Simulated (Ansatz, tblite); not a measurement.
Spin states of Mg₃N₂⁺ (the lowest doublet isomer of a short search), each relaxed with PBE-D4/def2-SVP in Ansatz. Electronic energies in the gas phase.

The xTB rows come from tblite. HSE06 is defined as in plane-wave codes, on full-range PBE exchange. Correlated methods freeze 5 core orbitals; core or outer-core shells of Mg are correlated, in sets that lack core-valence functions. The structure comes from a short search, and lower isomers may exist.

Doublet geometry (C2v within 0.1 Å):

```xyz
5

Mg   -1.640   -0.802    1.410
Mg    2.613    0.318   -0.105
Mg   -1.890    0.373   -1.270
N     0.510   -0.187    0.535
N     0.407    0.298   -0.569
```

Quartet geometry:

```xyz
5

Mg    1.1911    0.4587    0.3544
Mg   -1.9531   -1.4914   -1.8349
Mg    3.0639    2.6872    1.0289
N    -0.7356   -0.4113    0.1366
N    -1.5663   -1.2432    0.3151
```

⟨S²⟩: doublet 1.07 at PBE0-D4/def2-TZVP (pure 0.75), quartet 3.78 at PBE0-D4/def2-TZVP (pure 3.75).

Run but left out: HF/STO-3G, HF/def2-TZVP, r2SCAN-D4/def2-TZVP, PBE0-D4/def2-TZVP, LC-ωPBE/def2-TZVP, ωB97M-V/def2-TZVP, MP2/def2-TZVP (doublet: ⟨S²⟩ 1.05 to 1.91, where a pure state has 0.75); HF/def2-SVP, MP2/def2-SVP, CCSD/def2-SVP, CCSD(T)/def2-SVP (flagged by the program: large difference).

Only these spin states were relaxed. The quartet has other bonds than the doublet, so the gap mixes isomer and spin.

| level | quartet − doublet (kcal/mol) | lowest of these | remarks |
| --- | --- | --- | --- |
| revPBE-D4/def2-TZVP | 9.4 | doublet | – |
| HSE06-D4/def2-TZVP | 6.3 | doublet | spin-contaminated (⟨S²⟩ 1.04) (doublet) |
| RPA@PBE/def2-TZVP | 10.7 | doublet | – |

Estimate the rows for GFN1-xTB, GFN2-xTB, PBE-D4/def2-TZVP.


| level | quartet − doublet (kcal/mol) | lowest of these |
| --- | --- | --- |
| GFN1-xTB | 54.3 | doublet |
| GFN2-xTB | 41.0 | doublet |
| PBE-D4/def2-TZVP | 11.6 | doublet |

The xTB methods have no term that favours high spin, so they put low spin too low.
